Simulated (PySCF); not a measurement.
## Heteronuclear NMR

Molfile (atoms numbered from 1):
```
C6H12F2Si
     RDKit          3D

 21 20  0  0  0  0  0  0  0  0999 V2000
   -1.8783   -1.0294   -0.4375 C   0  0  0  0  0  0  0  0  0  0  0  0
   -0.9032   -0.2071    0.3971 C   0  0  0  0  0  0  0  0  0  0  0  0
   -1.5055    1.1650    0.6994 C   0  0  0  0  0  0  0  0  0  0  0  0
    0.4478   -0.0565   -0.3266 C   0  0  2  0  0  0  0  0  0  0  0  0
    1.3092   -1.7407   -0.6996 Si  0  0  0  0  0  4  0  0  0  0  0  0
    1.3906    0.7523    0.4873 C   0  0  0  0  0  0  0  0  0  0  0  0
    1.6480    0.2381    1.7118 F   0  0  0  0  0  0  0  0  0  0  0  0
    1.9991    1.8633    0.0966 C   0  0  0  0  0  0  0  0  0  0  0  0
    2.8896    2.5266    0.8576 F   0  0  0  0  0  0  0  0  0  0  0  0
   -1.5146   -2.0443   -0.5791 H   0  0  0  0  0  0  0  0  0  0  0  0
   -2.0201   -0.5721   -1.4149 H   0  0  0  0  0  0  0  0  0  0  0  0
   -2.8446   -1.0806    0.0594 H   0  0  0  0  0  0  0  0  0  0  0  0
   -0.7301   -0.7240    1.3468 H   0  0  0  0  0  0  0  0  0  0  0  0
   -2.4659    1.0538    1.1979 H   0  0  0  0  0  0  0  0  0  0  0  0
   -1.6600    1.7241   -0.2218 H   0  0  0  0  0  0  0  0  0  0  0  0
   -0.8525    1.7439    1.3482 H   0  0  0  0  0  0  0  0  0  0  0  0
    0.2838    0.4805   -1.2646 H   0  0  0  0  0  0  0  0  0  0  0  0
    2.7215   -1.4638   -0.9573 H   0  0  0  0  0  0  0  0  0  0  0  0
    0.6947   -2.3205   -1.8936 H   0  0  0  0  0  0  0  0  0  0  0  0
    1.1431   -2.6187    0.4552 H   0  0  0  0  0  0  0  0  0  0  0  0
    1.8386    2.3270   -0.8627 H   0  0  0  0  0  0  0  0  0  0  0  0
  1  2  1  0
  2  3  1  0
  2  4  1  0
  4  5  1  0
  4  6  1  0
  6  7  1  0
  6  8  2  0
  8  9  1  0
  1 10  1  0
  1 11  1  0
  1 12  1  0
  2 13  1  0
  3 14  1  0
  3 15  1  0
  3 16  1  0
  4 17  1  6
  5 18  1  0
  5 19  1  0
  5 20  1  0
  8 21  1  0
M  END
```

Theoretical values (PySCF): PBE0/pcSseg-1 with gauge-including orbitals, structure optimised with GFN2-xTB. Non-relativistic, one computed conformer, rapidly exchanging positions averaged, in vacuum.

Question: What are the ¹⁹F shifts?

Answer: 
```csv
atoms,environment,σ (ppm),δ (ppm)
F7,vinylic fluorine,321.7,-144.3
F9,vinylic fluorine,341.4,-162.1
```

Shieldings were converted by a linear fit to measured shifts: ¹⁹F (scatter 6.0 ppm rms, 7.0 ppm with the 5 outliers that the fit left out vs CFCl3, solution or neat liquid, with a term for F on sp3 carbon). Occasional misses reach two or three times the rms, and more in compound classes unlike the fitted ones.

On a 500 MHz spectrometer ¹⁹F resonates near 470.5 MHz, so 1 ppm is 470.5 Hz.

Question: Where does ²⁹Si resonate?

Answer: 
```csv
atoms,environment,σ (ppm),δ (ppm)
Si5,"silicon bonded to C, 3 H",408.8,-56.0
```

Shieldings were converted by a linear fit to measured shifts: ²⁹Si (scatter 8.9 ppm rms, 25.8 ppm with the 6 outliers that the fit left out vs TMS, solution or neat liquid). Occasional misses reach two or three times the rms, and more in compound classes unlike the fitted ones.

On a 300 MHz spectrometer ²⁹Si resonates near 59.6 MHz, so 1 ppm is 59.6 Hz.
